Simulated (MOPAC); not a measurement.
MOPAC input (MNDO):

```
MNDO PRECISE GNORM=0.05 LET XYZ UHF MS=0.5 GEO-OK AUX(PRECISION=9) THREADS=1
B2N

B    -0.00000000 1   -0.00000000 1   -1.31080400 1
N     0.00000000 1    0.00000000 1    0.00000000 1
B     0.00000000 1    0.00000000 1    1.31080400 1
```

From the output:

```
                                                       MOPAC v23.2.5 Linux

          FINAL HEAT OF FORMATION =         84.08621 KCAL/MOL =     351.81671 KJ/MOL

          COSMO AREA              =         84.58 SQUARE ANGSTROMS
          COSMO VOLUME            =         66.40 CUBIC ANGSTROMS

          GRADIENT NORM           =          0.04563          =       0.02634 PER ATOM
          IONIZATION POTENTIAL    =         10.558039 EV
          ALPHA SOMO LUMO (EV)    =        -11.304  1.268
          BETA  SOMO LUMO (EV)    =        -10.558 -3.628
          NO. OF ALPHA ELECTRONS  =          6
          NO. OF BETA  ELECTRONS  =          5
          MOLECULAR WEIGHT        =         35.6267         POINT GROUP:  D*h

          MOLECULAR DIMENSIONS (Angstroms)

            Atom       Atom       Distance
            B     3    B     1     2.57567
            N     2    B     1     0.00000
            B     3    N     2     0.00000

          SCF CALCULATIONS        =          6

   ATOM   CHEMICAL          X               Y               Z
  NUMBER   SYMBOL      (ANGSTROMS)     (ANGSTROMS)     (ANGSTROMS)

     1       B         -0.00000000  *  -0.00000000  *  -1.28783626  *
     2       N          0.00000000  *   0.00000000  *  -0.00000008  *
     3       B          0.00000000  *  -0.00000000  *   1.28783635  *

                             CARTESIAN COORDINATES

   1    B       -0.000000000    -0.000000000    -1.287836261
   2    N        0.000000000     0.000000000    -0.000000079
   3    B        0.000000000    -0.000000000     1.287836351

           Empirical Formula: N B2  =     3 atoms

      MOLECULAR POINT GROUP   :   D*h

          ALPHA EIGENVALUES
 -34.93192 -21.90304 -13.43915 -13.00092 -13.00092 -11.30403   1.26761   1.26761
   4.33105   4.33105   5.56749   9.02392

           BETA EIGENVALUES
 -34.63751 -21.21469 -12.91551 -12.91551 -10.55804  -3.62824   1.77072   1.77072
   4.59357   4.59357   5.83345   9.41167

              NET ATOMIC CHARGES AND DIPOLE CONTRIBUTIONS

  ATOM NO.   TYPE          CHARGE      No. of ELECS.   s-Pop       p-Pop
    1          B           0.223857        2.7761     1.66059     1.11555
    2          N          -0.447715        5.4477     1.54196     3.90575
    3          B           0.223857        2.7761     1.66059     1.11555
 DIPOLE           X         Y         Z       TOTAL
 POINT-CHG.    -0.000    -0.000    -0.000     0.000
 HYBRID         0.000     0.000    -0.000     0.000
 SUM            0.000     0.000    -0.000     0.000

          ATOMIC ORBITAL ELECTRON POPULATIONS

     Atom    s        px        py        pz
    1  B   1.66059   0.28158   0.28158   0.55239
    2  N   1.54196   1.43684   1.43684   1.03207
    3  B   1.66059   0.28158   0.28158   0.55239

                    (SZ)    =    0.500000
                    (S**2)  =    0.763129

          ATOMIC ORBITAL SPIN POPULATIONS

    Atom   Total    s     px     py     pz
         Atomic
    1  B  0.4299  0.179  0.010  0.010  0.231
    2  N  0.1403 -0.027 -0.020 -0.020  0.207
    3  B  0.4299  0.179  0.010  0.010  0.231

 **********************
 *                    *
 * JOB ENDED NORMALLY *
 *                    *
 **********************

 == MOPAC DONE ==
```

The geometry given is a B3LYP-D3(BJ)/def2-TZVP minimum.
